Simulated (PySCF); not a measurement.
B(Me)2(OSiH3) (C2H9BOSi), SMILES CB(C)O[SiH3].

Coordinates come from a r2SCAN-D4/def2-SVP optimisation. This is a generated structure with no PubChem entry under its InChIKey; it may be hypothetical. The values are those of a single conformer.

The numbers are results of r2SCAN-D4/def2-SVP (PySCF), not measurements.

Frequencies are harmonic and unscaled.

```json
[
 {"mode": "1", "ν (cm⁻¹)": "43", "IR (km/mol)": "0.5", "Raman (Å⁴/amu)": "0.2", "depolarisation": "0.72", "moving atoms (share of kinetic energy)": "H 95 %"},
 {"mode": "2", "ν (cm⁻¹)": "89", "IR (km/mol)": "0.1", "Raman (Å⁴/amu)": "0.1", "depolarisation": "0.63", "moving atoms (share of kinetic energy)": "H 84 %, C 9 %"},
 {"mode": "3", "ν (cm⁻¹)": "103", "IR (km/mol)": "0.6", "Raman (Å⁴/amu)": "0.4", "depolarisation": "0.67", "moving atoms (share of kinetic energy)": "H 96 %"},
 {"mode": "4", "ν (cm⁻¹)": "119", "IR (km/mol)": "1.1", "Raman (Å⁴/amu)": "0.9", "depolarisation": "0.73", "moving atoms (share of kinetic energy)": "O 52 %, H 30 %, C 10 %"},
 {"mode": "5", "ν (cm⁻¹)": "125", "IR (km/mol)": "1.5", "Raman (Å⁴/amu)": "0.2", "depolarisation": "0.32", "moving atoms (share of kinetic energy)": "H 26 %, C 24 %, Si 23 %, O 22 %"},
 {"mode": "6", "ν (cm⁻¹)": "292", "IR (km/mol)": "0.9", "Raman (Å⁴/amu)": "0.3", "depolarisation": "0.74", "moving atoms (share of kinetic energy)": "H 42 %, C 38 %, Si 9 %"},
 {"mode": "7", "ν (cm⁻¹)": "378", "IR (km/mol)": "0.6", "Raman (Å⁴/amu)": "0.9", "depolarisation": "0.53", "moving atoms (share of kinetic energy)": "H 45 %, B 26 %, C 14 %, O 12 %"},
 {"mode": "8", "ν (cm⁻¹)": "403", "IR (km/mol)": "1.0", "Raman (Å⁴/amu)": "1.7", "depolarisation": "0.43", "moving atoms (share of kinetic energy)": "H 39 %, B 25 %, C 19 %, O 13 %"},
 {"mode": "9", "ν (cm⁻¹)": "624", "IR (km/mol)": "19.3", "Raman (Å⁴/amu)": "10.6", "depolarisation": "0.14", "moving atoms (share of kinetic energy)": "C 36 %, H 35 %, O 15 %, Si 13 %"},
 {"mode": "10", "ν (cm⁻¹)": "680", "IR (km/mol)": "5.8", "Raman (Å⁴/amu)": "2.8", "depolarisation": "0.50", "moving atoms (share of kinetic energy)": "H 75 %, C 17 %"},
 {"mode": "11", "ν (cm⁻¹)": "723", "IR (km/mol)": "43.9", "Raman (Å⁴/amu)": "11.4", "depolarisation": "0.75", "moving atoms (share of kinetic energy)": "H 82 %, Si 9 %"},
 {"mode": "12", "ν (cm⁻¹)": "736", "IR (km/mol)": "53.1", "Raman (Å⁴/amu)": "12.2", "depolarisation": "0.53", "moving atoms (share of kinetic energy)": "H 76 %, O 12 %, Si 10 %"},
 {"mode": "13", "ν (cm⁻¹)": "798", "IR (km/mol)": "5.6", "Raman (Å⁴/amu)": "3.7", "depolarisation": "0.62", "moving atoms (share of kinetic energy)": "H 58 %, C 30 %"},
 {"mode": "14", "ν (cm⁻¹)": "818", "IR (km/mol)": "6.3", "Raman (Å⁴/amu)": "3.2", "depolarisation": "0.56", "moving atoms (share of kinetic energy)": "H 52 %, C 27 %, O 12 %"},
 {"mode": "15", "ν (cm⁻¹)": "937", "IR (km/mol)": "28.7", "Raman (Å⁴/amu)": "0.8", "depolarisation": "0.68", "moving atoms (share of kinetic energy)": "H 40 %, B 38 %, C 20 %"},
 {"mode": "16", "ν (cm⁻¹)": "948", "IR (km/mol)": "63.4", "Raman (Å⁴/amu)": "17.8", "depolarisation": "0.72", "moving atoms (share of kinetic energy)": "H 96 %"},
 {"mode": "17", "ν (cm⁻¹)": "953", "IR (km/mol)": "79.3", "Raman (Å⁴/amu)": "25.8", "depolarisation": "0.75", "moving atoms (share of kinetic energy)": "H 95 %"},
 {"mode": "18", "ν (cm⁻¹)": "968", "IR (km/mol)": "114.6", "Raman (Å⁴/amu)": "15.3", "depolarisation": "0.72", "moving atoms (share of kinetic energy)": "H 75 %, O 12 %, C 8 %"},
 {"mode": "19", "ν (cm⁻¹)": "978", "IR (km/mol)": "320.8", "Raman (Å⁴/amu)": "2.8", "depolarisation": "0.62", "moving atoms (share of kinetic energy)": "H 46 %, O 26 %, Si 18 %, C 9 %"},
 {"mode": "20", "ν (cm⁻¹)": "1146", "IR (km/mol)": "68.5", "Raman (Å⁴/amu)": "5.4", "depolarisation": "0.61", "moving atoms (share of kinetic energy)": "B 53 %, H 42 %"},
 {"mode": "21", "ν (cm⁻¹)": "1279", "IR (km/mol)": "37.4", "Raman (Å⁴/amu)": "4.9", "depolarisation": "0.70", "moving atoms (share of kinetic energy)": "H 67 %, C 16 %, B 9 %, O 8 %"},
 {"mode": "22", "ν (cm⁻¹)": "1328", "IR (km/mol)": "165.4", "Raman (Å⁴/amu)": "1.7", "depolarisation": "0.69", "moving atoms (share of kinetic energy)": "H 51 %, C 31 %, B 18 %"},
 {"mode": "23", "ν (cm⁻¹)": "1351", "IR (km/mol)": "494.4", "Raman (Å⁴/amu)": "6.5", "depolarisation": "0.61", "moving atoms (share of kinetic energy)": "B 39 %, H 32 %, O 19 %, C 10 %"},
 {"mode": "24", "ν (cm⁻¹)": "1421", "IR (km/mol)": "1.0", "Raman (Å⁴/amu)": "14.1", "depolarisation": "0.74", "moving atoms (share of kinetic energy)": "H 96 %"},
 {"mode": "25", "ν (cm⁻¹)": "1428", "IR (km/mol)": "14.4", "Raman (Å⁴/amu)": "19.3", "depolarisation": "0.75", "moving atoms (share of kinetic energy)": "H 92 %"},
 {"mode": "26", "ν (cm⁻¹)": "1442", "IR (km/mol)": "23.2", "Raman (Å⁴/amu)": "5.1", "depolarisation": "0.73", "moving atoms (share of kinetic energy)": "H 91 %"},
 {"mode": "27", "ν (cm⁻¹)": "1451", "IR (km/mol)": "48.3", "Raman (Å⁴/amu)": "12.0", "depolarisation": "0.75", "moving atoms (share of kinetic energy)": "H 85 %, B 8 %"},
 {"mode": "28", "ν (cm⁻¹)": "2224", "IR (km/mol)": "84.3", "Raman (Å⁴/amu)": "155.2", "depolarisation": "0.08", "moving atoms (share of kinetic energy)": "H 98 %"},
 {"mode": "29", "ν (cm⁻¹)": "2227", "IR (km/mol)": "131.5", "Raman (Å⁴/amu)": "72.4", "depolarisation": "0.55", "moving atoms (share of kinetic energy)": "H 96 %"},
 {"mode": "30", "ν (cm⁻¹)": "2258", "IR (km/mol)": "120.9", "Raman (Å⁴/amu)": "140.6", "depolarisation": "0.26", "moving atoms (share of kinetic energy)": "H 97 %"},
 {"mode": "31", "ν (cm⁻¹)": "3015", "IR (km/mol)": "1.7", "Raman (Å⁴/amu)": "94.3", "depolarisation": "0.01", "moving atoms (share of kinetic energy)": "H 96 %"},
 {"mode": "32", "ν (cm⁻¹)": "3021", "IR (km/mol)": "1.0", "Raman (Å⁴/amu)": "194.7", "depolarisation": "0.01", "moving atoms (share of kinetic energy)": "H 96 %"},
 {"mode": "33", "ν (cm⁻¹)": "3098", "IR (km/mol)": "7.0", "Raman (Å⁴/amu)": "85.1", "depolarisation": "0.63", "moving atoms (share of kinetic energy)": "H 91 %, C 9 %"},
 {"mode": "34", "ν (cm⁻¹)": "3104", "IR (km/mol)": "11.3", "Raman (Å⁴/amu)": "80.9", "depolarisation": "0.67", "moving atoms (share of kinetic energy)": "H 91 %, C 8 %"},
 {"mode": "35", "ν (cm⁻¹)": "3133", "IR (km/mol)": "16.5", "Raman (Å⁴/amu)": "67.8", "depolarisation": "0.71", "moving atoms (share of kinetic energy)": "H 91 %, C 9 %"},
 {"mode": "36", "ν (cm⁻¹)": "3150", "IR (km/mol)": "13.2", "Raman (Å⁴/amu)": "84.8", "depolarisation": "0.74", "moving atoms (share of kinetic energy)": "H 91 %, C 9 %"}
]
```
